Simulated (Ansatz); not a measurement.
Reactions of `C[NH][SnH2][OH]`.

Isolated molecules relaxed with PBE0-D4/def2-TZVP in Ansatz; ΔE leaves out vibrations. CBS: MP2 limit from def2 TZ/QZ plus the TZ coupled-cluster correction, frozen cores. This one scheme is used for every species, atoms too. DFT in def2-TZVPP. No spin–orbit coupling; open shells (•) take unrestricted orbitals. Spin–orbit coupling would lower the free atoms: a little for C, O; strongly for Sn. Elements past krypton have def2 core potentials. Bonds to Sn are less sure, by a few kJ/mol each and by 10 to 20 or more in all where they break to atoms, as the def2 sets lack core-valence functions. Each species was taken in one conformer, which may not be the lowest.

```json
{"reaction": "`C[NH][SnH2][OH]` + `N=CS` → `C/N=C/S` + `[NH2][SnH2][OH]`", "PBE-D4 (kJ/mol)": "-15", "CCSD(T)/CBS(def2) (kJ/mol)": "-15"}
{"reaction": "`C[NH][SnH2][OH]` + `C=O` → `C[NH][SnH2][CH]=O` + H₂O", "PBE-D4 (kJ/mol)": "42", "CCSD(T)/CBS(def2) (kJ/mol)": "52"}
{"reaction": "`C[NH][SnH2][OH]` → `[CH2]` (triplet) + `[NH2][SnH2][OH]`", "PBE-D4 (kJ/mol)": "407", "CCSD(T)/CBS(def2) (kJ/mol)": "398"}
{"reaction": "`C[NH][SnH2][OH]` + H₂O → `[OH][SnH2][OH]` + CH₃NH₂", "PBE-D4 (kJ/mol)": "-29", "CCSD(T)/CBS(def2) (kJ/mol)": "-25"}
{"reaction": "`C[NH][SnH2][OH]` + silanol → `[OH][SnH2][O][SiH3]` + CH₃NH₂", "PBE-D4 (kJ/mol)": "-43", "CCSD(T)/CBS(def2) (kJ/mol)": "-48"}
{"reaction": "`C[NH][SnH2][OH]` → `[OH][SnH3]` + `C=N`", "PBE-D4 (kJ/mol)": "128", "CCSD(T)/CBS(def2) (kJ/mol)": "131"}
{"reaction": "`C[NH][SnH2][OH]` → C• + 7 H• + N• + O• + Sn•", "PBE-D4 (kJ/mol)": "3608", "CCSD(T)/CBS(def2) (kJ/mol)": "3586"}
{"reaction": "`C[NH][SnH2][OH]` → `C[NH]`• + `[OH][SnH2]`•", "PBE-D4 (kJ/mol)": "283", "CCSD(T)/CBS(def2) (kJ/mol)": "319"}
{"reaction": "`C[NH][SnH2][OH]` + CH₃OH → `C[NH][SnH2][O]C` + H₂O", "PBE-D4 (kJ/mol)": "3", "CCSD(T)/CBS(def2) (kJ/mol)": "-2"}
{"reaction": "`C[NH][SnH2][OH]` + SiH₄ → `C[NH][SnH2][SiH3]` + H₂O", "PBE-D4 (kJ/mol)": "-8", "CCSD(T)/CBS(def2) (kJ/mol)": "2"}
```

Largest T1 diagnostic: 0.017, for `[OH][SnH2]`•.
